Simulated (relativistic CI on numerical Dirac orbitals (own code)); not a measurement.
# Electric-dipole lines of Rb²⁺

Method of calculation: Dirac-Coulomb-Breit CI, separate exchange-only KLI orbitals for each configuration, QED by a radiative potential, valence Slater integrals scaled by 0.85, P86 correlation estimate, and configurations built on the next ion tied to the tabulated ionisation energy (semi-empirical) (own radial code, finite nucleus).

CI space (outside the closed core [Ar] 3d10): 4s²4p⁵, 4s²4p⁴4d, 4s²4p⁴5s, 4s²4p⁴5p, 4s²4p⁴5d, 4s²4p⁴6s, 4s²4p⁴4f, 4s²4p⁴5f, 4s4p⁶, 4s²4p³4d², 4s4p⁵4d, 4s4p⁵4f, 4s²4p⁴6p, 4s²4p³4f², 4s²4p⁴6d, 4s²4p⁴5g, 4s²4p⁴6f, 4p⁵4d², 4s4p⁵5s, 4s²4p³4d4f. Levels of other configurations are missing.

```csv
λ vac (Å),Lower,Upper,A (s⁻¹),log gf,S velocity/length
342.57,4s²4p⁵ ²P°3/2 [1],4s²4p⁴6d ²D5/2 [215],4.84e+09,-0.29,0.65
349.76,4s²4p⁵ ²P°1/2 [2],4s²4p⁴6d ²D3/2 [220],9.63e+09,-0.15,0.63
351.49,4s²4p⁵ ²P°3/2 [1],4s²4p⁴5d ²D5/2 [195],9.26e+09,0.01,0.63
355.31,4s²4p⁵ ²P°3/2 [1],4s²4p⁴6d ²D5/2 [176],3.59e+09,-0.39,0.72
358.77,4s²4p⁵ ²P°1/2 [2],4s²4p⁴5d ²D3/2 [196],8.86e+09,-0.16,0.66
362.43,4s²4p⁵ ²P°3/2 [1],4s²4p⁴6d ⁴P3/2 [153],5.01e+09,-0.40,0.66
362.60,4s²4p⁵ ²P°3/2 [1],4s²4p⁴6d ²F5/2 [152],4.61e+09,-0.26,0.69
373.30,4s²4p⁵ ²P°3/2 [1],4s²4p⁴5d ²S1/2 [124],7.47e+09,-0.51,0.68
376.36,4s²4p⁵ ²P°3/2 [1],4s²4p⁴5d ²P1/2 [122],9.70e+09,-0.39,0.64
378.02,4s²4p⁵ ²P°3/2 [1],4s²4p⁴5d ²D5/2 [121],6.49e+09,-0.08,0.65
378.11,4s²4p⁵ ²P°3/2 [1],4s²4p⁴5d ²P3/2 [120],8.28e+09,-0.15,0.62
383.68,4s²4p⁵ ²P°3/2 [1],4s²4p⁴6s ²D5/2 [108],2.16e+09,-0.54,0.69
383.72,4s²4p⁵ ²P°1/2 [2],4s²4p⁴5d ²S1/2 [124],1.34e+10,-0.23,0.65
385.60,4s²4p⁵ ²P°1/2 [2],4s²4p⁴5d ²D3/2 [123],1.06e+10,-0.02,0.66
391.05,4s²4p⁵ ²P°3/2 [1],4s²4p⁴5d ²D5/2 [97],9.06e+09,0.10,0.70
396.44,4s²4p⁵ ²P°3/2 [1],4s²4p⁴5d ²P3/2 [83],4.61e+09,-0.36,0.72
403.15,4s²4p⁵ ²P°1/2 [2],4s²4p⁴5d ²P3/2 [95],4.09e+09,-0.40,0.76
403.33,4s²4p⁵ ²P°3/2 [1],4s²4p⁴5d ⁴F5/2 [71],2.05e+09,-0.52,0.72
403.54,4s²4p⁵ ²P°3/2 [1],4s²4p⁴5d ⁴P3/2 [70],2.89e+09,-0.55,0.71
491.58,4s²4p⁵ ²P°1/2 [2],4s²4p⁴5s ²S1/2 [47],1.10e+10,-0.10,0.86
544.05,4s²4p⁵ ²P°1/2 [2],4s²4p⁴5s ²D3/2 [31],3.11e+09,-0.26,0.79
2276.6,4s²4p⁴4d ⁴D7/2 [4],4s²4p⁴5p ⁴P°5/2 [32],1.86e+08,-0.06,0.56
2288.0,4s²4p⁴4d ⁴D5/2 [5],4s²4p⁴5p ⁴P°5/2 [32],1.09e+08,-0.29,0.53
2319.0,4s²4p⁴5p ⁴P°5/2 [32],4s²4p⁴5d ⁴D7/2 [62],5.75e+08,0.57,0.84
2325.1,4s²4p⁴5p ⁴P°3/2 [33],4s²4p⁴5d ⁴D5/2 [63],3.79e+08,0.27,0.87
2333.9,4s²4p⁴5p ⁴P°5/2 [32],4s²4p⁴6s ⁴P5/2 [61],4.43e+08,0.34,1.01
2390.3,4s²4p⁴5p ⁴D°1/2 [42],4s²4p⁴5d ⁴F3/2 [75],6.66e+08,0.36,0.87
2410.2,4s²4p⁴5p ²D°5/2 [37],4s²4p⁴5d ²F7/2 [68],7.92e+08,0.74,0.88
2509.1,4s²4p⁴5p ⁴D°7/2 [35],4s²4p⁴5d ⁴D7/2 [62],2.69e+08,0.31,0.85
3012.3,4s²4p⁴5s ⁴P5/2 [14],4s²4p⁴5p ⁴D°7/2 [35],2.13e+08,0.37,0.91
```

Terms are leading LS components. Brackets give the number of a level in order of energy, since labels repeat. The list gives strong lines, with weight on those to low levels, without configurations that were not tied to measured data, among the lowest 271 of 1089 levels, so that lines to higher ones, which can be the strongest, are missing, and without lines across small gaps between configurations, and without 185 lines that miss the measured interval by over 3.5 %, start from a term whose rates miss tabulated ones by over 60 %, have gauges far apart or, lacking measured levels, span too small a gap for the errors found; lines with a level outside our table were not tested and can miss by more. Levels whose partners in the same complex of configurations lie outside the list can be far off, and so can their lines. Rates are taken at the computed energies, electric ones in the length gauge. A velocity-to-length ratio far from 1 marks an uncertain rate.

Configurations that consist of the next ion and one excited electron were tied to the tabulated ionisation energy; Rydberg ones are usually within 1,000 to 3,000 cm⁻¹ and the lowest ones within about 6,000 (9,000 in d shells), while levels on excited terms of the next ion carry the error of that term, and the other configurations can be misplaced by 10,000 cm⁻¹ or more. Rates follow the energies as ν³ (E1, M1) or ν⁵ (E2), so rates, branching and lifetimes can be off by large factors. The fine structure of a lone outer electron comes out too small, for d and f at times inverted, and misplaced configurations move strength between like terms. 43 of the 69 excited levels that our extract of the measured tables holds in this range could be paired (the sources list more); they are missed by 1999 cm⁻¹ on average and 8504 at most, and levels without a partner can miss by more.

LS names give the leading component of a level, which can be under half, so a name can repeat, a term be missing and a line seem to break the LS rules.
